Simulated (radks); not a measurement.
Problem. These are the eigenvalues of the occupied orbitals of an atom or ion with whole-number occupations (eV). Calculated with a radial shooting solver on a logarithmic mesh with Libxc functionals: scalar-relativistic Kohn-Sham, r2SCAN, spin-polarised, spherical densities, finite nucleus; meta-GGA in the generalised Kohn-Sham scheme; Fermi nuclear charge, rms radius of each element as measured or else 0.836 A^(1/3) + 0.57 fm.

1s up: -71771.73
1s down: -71771.68
2s up: -12504.44
2s down: -12504.22
2p up: -10915.98
2p down: -10915.79
3s up: -2936.408
3s down: -2936.382
3p up: -2465.823
3p down: -2465.772
3d up: -1931.225
3d down: -1931.085
4s up: -650.8890
4s down: -650.6814
4p up: -495.8499
4p down: -495.6637
4d up: -300.2861
4d down: -300.0563
5s up: -127.7720
5s down: -126.2209
5p up: -88.1268
5p down: -86.1421
4f up: -83.5753
4f down: -83.1438
5d up: -41.5338
6p up: -26.0100

Which element is it, and in what charge state? The configuration may be excited. Open shells, if any, are filled with parallel spins first.

Solution. Z = 75, rhenium, charge +3: Re3+ in [Xe] 4f14 5d2 6p2. The list shows which subshells hold electrons but not how many an open one holds; the 1s level, -2637.6 hartree, gives Z - s = 72.6 by -(Z - s)^2/2, which with screening and relativity narrows Z to a few neighbours, and the depths of the outer levels then fix element, charge and occupations together.
